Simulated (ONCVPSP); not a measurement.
## Before and after: ONCV potential for cadmium

| Property | Result |
| --- | --- |
| Element | cadmium |
| Generator | ONCVPSP 4.0.1 |
| Type | optimised norm-conserving Vanderbilt (ONCV) |
| Functional | PBE |
| Relativity | scalar-relativistic |
| Frozen core | [Ar] 3d10 |
| Valence charge | 20 |
| Reference configuration | 4s2 4p6 4d10 5s1.5 5p0.5 |
| Partial waves | 4s+5s: rc 1.40 bohr, ncon 4, nbas 7, qcut 7.6 1/bohr, 2 projectors; 4p+5p: rc 1.50 bohr, ncon 4, nbas 7, qcut 8 1/bohr, 3 projectors, debl 3.2 Ha; 4d: rc 1.25 bohr, ncon 4, nbas 8, qcut 8.2 1/bohr, 3 projectors, debl 1.3 Ha |
| Local potential | polynomial inside 1.00 bohr (lpopt 5, dvloc0 -1 Ha) |
| Core correction | none |

Change: p: qcut 5.1.

Cutoffs: the cutoffs (Ha) at which the residual kinetic energy of the hardest occupied pseudo-wave falls to 1 and 0.1 mHa per electron; they do not see the model core or the augmentation charge, which bear on the density cutoff. Errors are all-electron minus pseudo energies relative to the spin-unpolarised reference configuration.

Question: What does the change do?

Answer: The potential gets harder (34 Ha and 120 Ha → 54 Ha and 120 Ha); both files keep a bound ghost (d); the errors of the 4 common tests hardly move.

| quantity | base | changed |
| --- | --- | --- |
| cutoff, loose | 34 Ha | 54 Ha |
| cutoff, tight | 120 Ha | 120 Ha |
| loose cutoff by channel | s 25 Ha, p 21 Ha, d 34 Ha | s 25 Ha, p 54 Ha, d 34 Ha |
| bound ghosts | d | d |
| GHOST(+) flags under 300 eV | s at 203.7 eV | s at 203.7 eV |
| error for 4s2 4p6 4d10 5s2 5p0, meV [ΔE -2.28 eV] | +0.3 | +0.3 |
| error for 4s2 4p6 4d10 5s1 5p0, meV [ΔE 6.99 eV] | -1.2 | -1.2 |
| error for 4s2 4p6 4d10 5s0 5p0, meV [ΔE 24.11 eV] | -4.8 | -4.7 |
| error for 4s2 4p6 4d10 5s0 5p1, meV [ΔE 12.77 eV] | -2.0 | -2.0 |
| s: phases at 1.42 bohr within 0.05 rad from the reference energy up to (Ha; the scan ends near 5) | to the end of the scan | to the end of the scan |
| p: phases at 1.52 bohr within 0.05 rad from the reference energy up to (Ha; the scan ends near 5) | to the end of the scan | to the end of the scan |
| d: phases at 1.27 bohr within 0.05 rad from the reference energy up to (Ha; the scan ends near 5) | to the end of the scan | to the end of the scan |

 A true bound ghost makes a file unfit for plane-wave use even where its test errors are small: the radial tests pick states by their node count and pass the ghost by.
